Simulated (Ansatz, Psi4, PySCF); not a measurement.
Cr (SMILES [Cr]), septet. Base run: B97M-V/cc-pVTZ run with PySCF.

Geometry (Å):
```xyz
1

Cr     0.0000     0.0000     0.0000
```
Charge 0, spin multiplicity 7.
Orbitals are unrestricted.
All else is at PySCF's defaults.

The same geometry, method and basis name were run in Ansatz (a program for electronic structure) and Psi4 and PySCF, at each program's defaults and at the settings that a row names. The base is PySCF at its defaults. Differences at the defaults can come from grids, fitting, cores and function types together.

```
code and settings                                                                             ΔE vs base (mEh)  basis functions       E (Eh)  SCF cycles
--------------------------------------------------------------------------------------------  ----------------  ---------------  -----------  ----------
PySCF, defaults (exact integrals, its default grid, spherical functions)                                 0.000               68  -1044.21638           9
Psi4, defaults (density fitting with its default set, its default grid, spherical functions)            -0.012               68  -1044.21639          10
Ansatz, defaults (factorised integrals, its default grid, spherical functions)                           0.001               68  -1044.21638           -
PySCF, density fitting with def2-universal-jkfit                                                        -0.016               68  -1044.21639           9
PySCF, fine grid                                                                                         0.001               68  -1044.21637          12
Psi4, exact integrals, spherical functions, fine grid                                                   -0.007               68  -1044.21638          12
Ansatz, high accuracy                                                                                    0.001               68  -1044.21637           -
```

Open shells are given as the SCF converged; they aren't shown to be the lowest states, and a large step between rows can be another state.
